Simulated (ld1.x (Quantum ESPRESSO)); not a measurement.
**What the settings do to the ultrasoft potential of silicon (Si)**

Base potential:

silicon, ultrasoft, made with ld1.x (Quantum ESPRESSO) 7.5 (PBE, scalar-relativistic). Core [He], reference 2s2 2p6 3s1 3p3. Waves: 2s (bound): rcut 0.80, rcutus 0.85 bohr; 3s (bound): rcut 0.80, rcutus 0.85 bohr; 2p (bound): rcut 0.85, rcutus 1.10 bohr; 3p (bound): rcut 0.85, rcutus 1.10 bohr. Local part: all-electron potential smoothed inside 0.95 bohr (lloc = -1). Core correction: none. Augmentation charge: built from norm-conserving waves at rcut, not smoothed further.

All-electron outer shells of the reference configuration (PBE, scalar-relativistic, ld1.x):

```tsv
shell	level (eV)	outermost node (bohr)	outermost maximum (bohr)
1s	-1787.64	–	0.07
2s	-141.15	0.15	0.45
2p	-97.20	–	0.39
3s	-11.56	0.72	1.77
3p	-4.67	0.72	2.11
```

Cutoffs, loose and tight: the cutoffs (Ry, on a coarse ladder) from which the occupation-weighted sum of valence levels, in a spherical-Bessel basis at the reference potential, stays within 10 and 1 mRy of its value at 400 Ry. They do not see the model core or the augmentation charge, which bear on the density cutoff. Test errors are all-electron minus pseudo excitation energies from the reference, over the configurations 2s2 2p6 3s2 3p2; 2s2 2p6 3s2 3p1; 2s2 2p6 3s2 3p0; 2s2 2p6 3s2 3p1.5; 2s2 2p5 3s2 3p2; 2s2 2p6 3s0 3p0; 2s2 2p6 3s1 3p2. A dash means not determined; rows that change the core or the reference have their own tests.

A true bound ghost makes a file unfit for plane-wave use even where its test errors are small: the radial tests pick states by their node count and pass the ghost by.

Cutoffs are not given where the Bessel-basis levels miss the radial ones by over 6 mRy, ghosts where they miss by over 20 mRy; a channel whose overlap is not positive is not tested.

```tsv
change	outcome	cutoff, loose	cutoff, tight	bound ghosts	largest test error (meV)
base	generated, misses its reference levels by 7.74 eV	–	–	not determined	-10117
local potential all-electron potential smoothed inside 0.90 bohr (lloc = -2)	generated, misses its reference levels by 7.57 eV	–	–	not determined	+9516
core correction a·sin(br)/r model core inside 0.38 bohr	generated, misses its reference levels by 7.69 eV	–	–	not determined	-10107
functional BP86	generated, misses its reference levels by 7.87 eV	–	–	not determined	-10252
type TM; waves now 2p (bound): rc 1.10 bohr; 2s (bound): rc 0.85 bohr; local potential the s channel	generated, misses its reference levels by 0.45 eV	200 Ry	over 300 Ry	none	+1714
all radii scaled by about 1.37 (s 1.16, p 1.52 bohr, rcut 1.10/1.16); local potential all-electron potential smoothed inside 1.30 bohr (lloc = -1)	failed: chargeps: negative rho	–	–	–	–
waves 2p (bound): rcut 0.85, rcutus 1.28 bohr; 3p (bound): rcut 0.85, rcutus 1.28 bohr	failed: run_pseudo: Errors in PS-KS equation	–	–	–	–
reference 2s2 2p6 3s2 3p1	generated, misses its reference levels by 6.48 eV	–	–	not determined	+10455
core [Ne], valence charge 4; reference 3s2 3p2; waves now 3s (bound): rcut 1.25, rcutus 1.50 bohr; 3s channel at -0.1 Ry: rcut 1.25, rcutus 1.50 bohr; 3p (bound): rcut 1.65, rcutus 2.15 bohr; 3p channel at 1.7 Ry: rcut 1.65, rcutus 2.15 bohr; local potential all-electron potential smoothed inside 2.10 bohr (lloc = -1); core correction a·sin(br)/r model core inside 1.00 bohr	generated	12 Ry	18 Ry	s	+24
local potential all-electron potential smoothed inside 0.40 bohr (lloc = -1)	failed: chargeps: negative rho	–	–	–	–
```

**Question.** What comes out with this change to the base: waves 2s (bound): rcut 0.50, rcutus 0.52 bohr; 3s (bound): rcut 0.50, rcutus 0.52 bohr?

**Answer.** outcome: generated, misses its reference levels by 5.79 eV; bound ghosts: not determined; largest test error (meV): +5696.
